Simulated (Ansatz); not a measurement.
Zr(OEt)(H)3 (C₂H₈OZr), SMILES CC[O][ZrH3], multiplicity 1.

Geometry: PBE0-D3(BJ)/def2-SVP. The multiplicity is an assumed one; no other spin state was optimised. The structure was generated by enumeration; whether it is a known compound was not checked. The def2 effective core potentials stand for the cores of Zr; spin–orbit coupling is left out. Other conformers were not sampled.

Two levels are set side by side: PBE/def2-SVPD (Ansatz, a program for electronic structure) and CAM-B3LYP/def2-SVPD (Ansatz). Energy differences of separate SCF runs at the same geometry; the states with an electron removed or added have multiplicity 2 and 2. Differences are taken from unrounded values.

```
quantity                            PBE
---------------------------------  ----
vertical ionisation energy (eV)    9.38
vertical singlet–triplet gap (eV)  3.71
```

**Question.** These are the PBE values. What does CAM-B3LYP give? (Estimate from the structure and the level; the computed values follow.)

**Answer.** 
```csv
quantity,CAM-B3LYP,PBE minus CAM-B3LYP
vertical ionisation energy (eV),10.18,-0.81
vertical singlet–triplet gap (eV),4.12,-0.41
```
